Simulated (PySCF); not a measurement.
**Nd³¹⁺: ionisation energy**

Nd³¹⁺ [Ar] 3d10 4s1 [4s1/2^1, M_J = 1/2] → Nd³²⁺ [Ar] 3d10, as a difference of total energies. Calculation: PySCF 2.14, in an even-tempered Gaussian basis (17 s from 2.9 bohr⁻², ratio 2.8; 13 p from 3.8 bohr⁻², ratio 2.8; 8 d from 6.8 bohr⁻², ratio 2.8; 4 f from 16 bohr⁻², ratio 3); the two-component X2C-1e Hamiltonian. Correlated levels: [Ne] frozen; the 74 highest virtual spinors dropped. "Screened" scales the spin-orbit matrix elements by Boettger's factors to mimic the two-electron term; Breit and QED terms are absent.

| method | ionisation energy (eV) |
| --- | --- |
| GHF (spin-free) | 1227.6 |
| GMP2 (spin-free) | 1228.7 |
| GHF (screened spin-orbit) | 1227.5 |
| GMP2 (screened spin-orbit) | 1228.7 |

Breit and QED terms and the two-electron picture change are absent.

For comparison: 1238.42 ± 0.17 eV (semi-empirical (NIST evaluation); NIST Atomic Spectra Database, ionization energies).
